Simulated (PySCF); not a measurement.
All values below come from B3LYP-D3(BJ)/def2-TZVP // PBE0-D4/def2-SVP (PySCF). All species are isolated molecules in the gas phase. One relaxed conformer stands for a flexible species; it need not be the lowest. B3LYP has the VWN-RPA correlation part, as in Gaussian. Delta-SCF ions had no search for a lower state. Excitations are Tamm–Dancoff values on a coarser integration grid. The basis has no diffuse functions, so Rydberg states are missing or too high.

Reference species (SMILES): `C1[C@H]2[C@](B)(C=O)[C@H](CC2)C1` (neutral, multiplicity 1).

```yaml
S1–T1 gap (TDA): 0.41 eV
LUMO: -2.03 eV
vertical ionisation energy (Delta-SCF): 9.24 eV
S1 oscillator strength: 0.005
```

After one change: the S1–T1 gap (TDA) increases by 0.18 eV; the LUMO goes up by 0.28 eV; the vertical ionisation energy (Delta-SCF) goes up by 0.10 eV; the S1 oscillator strength is nearly the same.

Task: Which change was made? The new species is one of these.
A) `B[C@@H]1[C@@H]2CC[C@H]1[C@@H](C=O)C2`
B) `B[C@@H]1C[C@H]2CC[C@@H]1[C@H]2C=O`
C) `B[C@@]12CC[C@@H](C1)[C@@H](C=O)C2`

Result: A, `B[C@@H]1[C@@H]2CC[C@H]1[C@@H](C=O)C2`
